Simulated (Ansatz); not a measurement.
System: tetrabromosilane, SiBr$_{4}$, net charge 0, singlet state. SMILES: [Si](Br)(Br)(Br)Br
Geometry: optimised at B3LYP-D3(BJ)/def2-TZVP (Ansatz, an electronic-structure program).

Property: atomisation energy (electronic, to ground-state atoms), in eV. Cores are frozen in the correlated levels unless marked. Open shells are spin-unrestricted. No spin-orbit coupling. Frozen are the shells of the preceding noble gas and the d and f shells that filled before the atom's block. Non-relativistic. The coupled-cluster limit lacks core correlation, which all-electron functionals hold. CBS(X,Y): correlation extrapolated as X^-3; Hartree-Fock from the larger set. [CCSD(T)-MP2]/basis is that difference in the basis named.

```csv
level,program,atomisation energy (eV)
BLYP-D4/def2-TZVPD,Ansatz + dftd4,13.72
B3LYP-D3(BJ)/def2-TZVPD,Ansatz + dftd3,13.83
B3LYP-D4/def2-TZVPD,Ansatz + dftd4,13.79
B3LYP/def2-TZVPD,Ansatz,13.24
PBE0/def2-SVP,Ansatz,13.88
r2SCANh-D4/def2-TZVPD,Ansatz + dftd4,14.41
CAM-B3LYP-D3(BJ)/def2-TZVPD,Ansatz + dftd3,13.68
B2PLYP/def2-TZVPD,Ansatz,13.60
MP2/def2-SVPD,Ansatz,13.34
MP2/def2-TZVPPD,Ansatz,14.34
"RI-MP2/CBS(def2-TZVPPD,def2-QZVPPD)",Ansatz,14.96
CCSD/def2-QZVPPD,Ansatz,13.42
CCSD(T)/def2-QZVPP,Ansatz,13.89
"RI-MP2/CBS(def2-TZVPP,def2-QZVPP)+[CCSD(T)-MP2]/def2-TZVPP",Ansatz,14.14
"CCSD(T)/CBS(def2-TZVPPD,def2-QZVPPD)",Ansatz,14.21
```
